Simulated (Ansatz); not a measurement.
A nudged elastic band was laid between two geometries of GeH4 + H4Si (10 atoms, charge 0, multiplicity 1).

Level of theory: RKS CAM-B3LYP/def2-SVP (Ansatz).

- movable images: 5
- climbing image: yes
- spring: 5.0 eV/Å²
- optimiser: quadratic models (default)
- start path: through a guess of the saddle point
- force threshold: 0.05 eV/Å
- iteration limit: 60
- end points: relaxed

Image 0:

```xyz
10
Properties=species:S:1:pos:R:3
Ge 0.821 -0.031 -0.277
H 1.409 0.018 1.140
H 1.942 0.192 -1.303
H -0.239 1.070 -0.432
H 0.169 -1.400 -0.515
Si -3.273 0.031 1.491
H -3.369 -0.842 0.291
H -4.292 -0.388 2.491
H -3.514 1.445 1.099
H -1.916 -0.095 2.087
```

Image 6:

```xyz
10
Properties=species:S:1:pos:R:3
Ge -0.522 -0.252 -0.661
H 0.227 0.686 2.926
H 0.710 -0.120 0.248
H -0.459 0.863 -1.718
H -0.441 -1.606 -1.383
Si -2.528 -0.099 0.613
H -3.705 -0.313 -0.275
H -2.537 -1.137 1.681
H -2.641 1.245 1.243
H -0.370 0.734 3.399
```

Task: What changes between the two ends?

Result: Bonds broken: Ge1–H2, Si6–H10. Bonds formed: Ge1–Si6, H2–H10. GeH4 + H4Si becomes GeH6Si + H2.

Task: What energy profile does the band end with?

Result: It converged. The highest image is number 3 of 0 to 6, 89.6 kcal/mol above the first end and 84.2 kcal/mol above the last; the last end lies 5.3 kcal/mol above the first. Neighbouring images differ by up to 3.6 eV, so the band resolves the path poorly. A vibrational analysis at the climbing image gives one clearly imaginary mode, 1988i cm⁻¹: a first-order saddle point. The orbitals stay closed-shell, which can raise the energy where a bond breaks towards radicals; this wasn't checked here.

| image | path coordinate (Å) | energy (kcal/mol) | Ge1–H2 (Å) | Si6–H10 (Å) | Ge1–Si6 (Å) |
| --- | --- | --- | --- | --- | --- |
| 0 | 0.00 | 0.0 | 1.53 | 1.49 | 4.46 |
| 1 | 1.46 | 0.1 | 1.53 | 1.49 | 4.29 |
| 2 | 2.91 | 8.8 | 1.53 | 1.48 | 3.56 |
| 3 | 4.36 | 89.6 | 1.84 | 1.93 | 2.80 |
| 4 | 6.25 | 7.0 | 3.03 | 3.03 | 2.39 |
| 5 | 8.13 | 5.4 | 4.08 | 3.94 | 2.38 |
| 6 | 10.01 | 5.3 | 3.78 | 3.62 | 2.38 |

Task: What is the geometry of the highest image?

Result: 
```xyz
10
Properties=species:S:1:pos:R:3
Ge -0.144 -0.061 -0.149
H 0.375 -0.654 1.518
H 1.005 0.956 -0.036
H -1.161 0.607 -1.154
H 0.107 -1.478 -0.675
Si -2.564 0.163 1.238
H -3.373 -0.561 0.214
H -3.010 -0.251 2.605
H -2.781 1.628 1.071
H -0.717 -0.348 1.441
```

Time of the run: 3.4 min on 4 threads of AMD EPYC 7R43 64-Core Processor (Zen 3), on a shared host, peak memory 0.24 GiB.
